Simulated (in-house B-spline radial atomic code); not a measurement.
Results of a calculation; reference values are marked as such.
**Correlation energy from the adiabatic connection: −Z/r, Z = 4.55, wall at 2.82 bohr**

Two electrons in a singlet, external potential −Z/r, Z = 4.55, wall at 2.82 bohr (atomic units). Full CI in B-splines (partial waves to l = 8, correlation up to 0.6 % small) with the density held fixed gives W(λ) = <V_ee>_λ − U, and E_c is the integral of W(λ) − W(0) from 0 to 1.

```tsv
λ	W(λ) − W(0) (hartree)
0	0.00000
0.02	-0.00187
0.05	-0.00467
0.12	-0.01115
0.25	-0.02297
0.4	-0.03628
0.6	-0.05352
0.8	-0.07019
1	-0.08632
```

(1) Integrate the table by the trapezoid rule.

(2) Now use only three numbers: W(0) = -2.6205, the initial slope W'(0) = -0.0939 (extrapolated from the first points) and the strong-coupling limit of the point-charge-plus-continuum model, W∞ = -3.724. What do second-order theory and the interpolation W(λ) = W∞ + (W(0) − W∞)/√(1 + 2χλ) of Seidl, Perdew and Levy give?

Answers

(1) The strips give -0.00002, -0.00010, -0.00055, -0.00222, -0.00444, -0.00898, -0.01237, -0.01565, which sum to -0.04433 hartree. The direct value, W(1) − W(0) + T_c with T_c = 0.04195, is -0.04437; the curve is convex, so chords lie above it and the trapezoids fall short in size by 0.08 %.

(2) Second order keeps the slope alone: E_c = W'(0)/2 = -0.04695, +6 % in size against -0.04437. Matching the slope fixes χ = W'(0)/(W∞ − W(0)) = -0.0939/(-1.10350) = 0.08509. Integrating, with s = √(1 + 2χ) = 1.081751, E_c = −(W(0) − W∞)(s − 1)/(s + 1) = −1.10350 × 0.081751/2.081751 = -0.04333 hartree, -2.3 % in size against the full result. At λ = 1 the formula gives W − W(0) = -0.08339 against -0.08632. Part of the miss can come from the model's W∞.
